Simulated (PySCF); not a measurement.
Computed IR spectrum (relative IR intensity) of a molecule C₄H₁₂O₄Si. Coordinates come from a PBE0-D3(BJ)/def2-SVP optimisation. Other conformers were not sampled. Method: PBE0-D3(BJ)/def2-SVP (PySCF). Frequencies are harmonic and unscaled.

ν (cm⁻¹): 318 (w), 407 (w), 413 (w), 838 (m), 874 (s), 1176 (vs), 1184 (w), 1223 (m), 1231 (vs), 1478 (vw), 1482 (vw), 3028 (m), 3114 (m), 3143 (m) (against the strongest line: vs over 80 %, s over 45 %, m over 15 %, w over 4 %, vw less)

**Question.** Identify the compound among the candidates.
(A) CCO[Si](O)(OC)OC
(B) CO[Si](OC)(OC)OC
(C) CCO[Si](O)(O)OCC
(D) CC(C)(C)O[Si](O)(O)O

**Answer.** B, CO[Si](OC)(OC)OC
